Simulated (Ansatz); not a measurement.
`C=C(Cl)[SiH2][SiH3]`, charge 0, multiplicity 1.

(1) Give a relaxed structure at PBE0-D4/def2-TZVP (Ansatz 0.2.0). (Estimate.)

Answers

(1) Computed: 
Z-matrix (Å, degrees):
```
Si
Si 1 2.341
C 1 1.873 2 110.0
H 1 1.489 2 110.9 3 -118.8
H 1 1.487 2 110.1 3 120.1
H 2 1.486 1 110.7 3 -64.3
H 2 1.488 1 109.5 3 175.7
H 2 1.487 1 109.7 3 56.4
Cl 3 1.743 1 114.2 2 61.0
C 3 1.326 1 125.8 2 -117.5
H 10 1.085 3 122.5 1 178.5
H 10 1.084 3 119.6 1 -1.6
```
This is one stationary point; other conformers may exist.
